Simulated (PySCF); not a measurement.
C10H15N.
Numbering: `[CH3:1][N:2]([CH3:3])[C:4]1=[CH:5][CH:6]=[CH:7][C:8]12[CH2:9][CH2:10][CH2:11]2` (hydrogens: H12, H13, H14 on C1; H15, H16, H17 on C3; H18 on C5; H19 on C6; H20 on C7; H21, H22 on C9; H23, H24 on C10; H25, H26 on C11)

Level of theory: PBE0-D3(BJ)/def2-SVP geometry optimisation, gas phase (PySCF 2.14.0).

(1) List the bond lengths, angles and torsions at this level.

Answers

(1) 
```
                   bond  length (bohr)   order
           C1–N2, N2–C3          2.721  single
                  N2–C4          2.605  single
                  C4=C5          2.581  double
                  C5–C6          2.756  single
                  C6=C7          2.545  double
                  C7–C8          2.839  single
          C8–C9, C8–C11          2.953  single
        C9–C10, C10–C11          2.912  single
                  C4–C8          2.871  single
         C1–H12, C3–H16          2.097  single
C1–H13 and 3 like bonds          2.077  single
                 C5–H18          2.058  single
                 C6–H19          2.063  single
                 C7–H20          2.062  single
        C9–H21, C11–H25          2.077  single
        C9–H22, C11–H26          2.075  single
                C10–H23          2.080  single
                C10–H24          2.078  single
```

Bonds in one row agree within 0.02 bohr and their mean is given. Orders are formal, as drawn. A selection of angles:
```
     angle  degrees
  C1–N2–C3    115.3
  C1–N2–C4    121.2
  C3–N2–C4    116.3
  N2–C4–C5    126.6
  N2–C4–C8    123.9
  C5–C4–C8    108.9
  C4–C5–C6    108.8
  C5–C6–C7    109.9
  C6–C7–C8    109.6
  C7–C8–C9    115.5
 C7–C8–C11    112.5
 C9–C8–C11     88.4
  C4–C8–C7    102.7
  C4–C8–C9    116.4
 C4–C8–C11    121.9
 C8–C9–C10     90.5
C9–C10–C11     90.0
```

Torsions: C1–N2–C4–C5 151° (antiperiplanar); N2–C4–C5–C6 171° (antiperiplanar); C4–C5–C6–C7 0° (synperiplanar); C5–C6–C7–C8 1° (synperiplanar); C6–C7–C8–C9 -129° (anticlinal); C7–C8–C9–C10 -107° (anticlinal); C8–C9–C10–C11 -7° (synperiplanar); C9–C10–C11–C8 7° (synperiplanar); N2–C4–C8–C7 -171° (antiperiplanar); C7–C8–C11–C10 110° (anticlinal). The mirror-image conformer, all signs reversed, is as good.

Of the pairs four or more bonds apart, H14···H26 is among the closest relative to their van der Waals radii: 2.16 Å, 90 % of the sum of Bondi's values. N2 (enamine nitrogen) has angles 121.2°, 116.3° and 115.3°, sum 352.7°, 0.22 Å off the plane of its three neighbours. The C–N distances run from 1.379 Å (N2–C4, drawn single) to 1.441 Å (C1–N2, drawn single), a spread of 0.062 Å. The 4-membered ring C8–C9–C10–C11 has internal angles of 88.4° to 90.5° (sum 359°, against 360° for a flat polygon); it is slightly puckered (a soft mode that the optimisation may not have finished), 0.05 Å rms from its mean plane, widest ring torsion 7°. The 9 C–C bonds span 1.347 Å (C6=C7, drawn double) to 1.565 Å (C8–C11, drawn single), a spread of 0.218 Å. The 5-membered ring C4–C5–C6–C7–C8 has internal angles of 102.7° to 109.9°; it is planar, 0.00 Å rms from its mean plane, widest ring torsion 1°.

Point group: C1 (no symmetry element, even within 0.4 Å). No frequency check.

Hardware: one thread, Intel Xeon 6975P-C (x86_64), shared host with 192 logical CPUs at a one-minute load of 85. Cost: 4.3 min of wall time, 1.1 GiB resident at most. That covers the optimisation of the geometry.
